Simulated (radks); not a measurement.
The numbers below are computed, except where a source is named.
Spherical quantum dot in the effective-mass picture: electrons in a hard-walled sphere of radius 2.96, with a point charge +1 (a donor) at the centre, all in effective atomic units (hartree* = m*/eps^2 hartree, bohr* = eps/m* bohr), one dielectric constant everywhere. Level of theory: non-relativistic Kohn-Sham, PBEsol, spin-polarised, spherical densities (a radial shooting solver with Libxc functionals). Levels are named by radial order and angular momentum (1s, 1p, 1d, 2s, ...), and open shells are averaged over m. Results are scaled to m* = 0.128 and eps = 6.1, for which hartree* = 93.61 meV and bohr* = 2.522 nm.

N = 13, configuration 1s2 1p6 1d(up 5, down 0). This is the lowest configuration that the search found. Occupied and some empty levels:

| level | occupation | eigenvalue (meV) | <r> (nm) |
|---|---|---|---|
| 1s up | 1 | 532.10 | 4.168 |
| 1s down | 1 | 540.25 | 4.040 |
| 1p up | 3 | 575.57 | 4.838 |
| 1p down | 3 | 586.48 | 4.803 |
| 1d up | 5 | 632.96 | 5.133 |
| 1d down | 0 | 644.80 | 5.117 |
| 2s up | 0 | 661.73 | 3.288 |
| 2s down | 0 | 665.60 | 3.361 |
| 1f up | 0 | 706.43 | 5.339 |
| 1f down | 0 | 718.76 | 5.332 |
| 2p up | 0 | 792.86 | 3.846 |
| 2p down | 0 | 798.68 | 3.841 |

Energy (meV): total 4169.35, kinetic 1726.7, external -701.68, Hartree 3733.8, exchange-correlation -589.55.

Electron density:

| r (nm) | n(r) (e/nm^3) |
|---|---|
| 0.199 | 0.01319 |
| 0.571 | 0.01036 |
| 0.943 | 0.008717 |
| 1.32 | 0.007927 |
| 1.69 | 0.007775 |
| 2.06 | 0.008125 |
| 2.43 | 0.008881 |
| 2.80 | 0.009949 |
| 3.18 | 0.01122 |
| 3.55 | 0.01254 |
| 3.92 | 0.01371 |
| 4.29 | 0.01448 |
| 4.67 | 0.01460 |
| 5.04 | 0.01385 |
| 5.41 | 0.01216 |
| 5.78 | 0.009594 |
| 6.15 | 0.006557 |
| 6.53 | 0.003585 |
| 6.90 | 0.001320 |
| 7.27 | 0.0001521 |
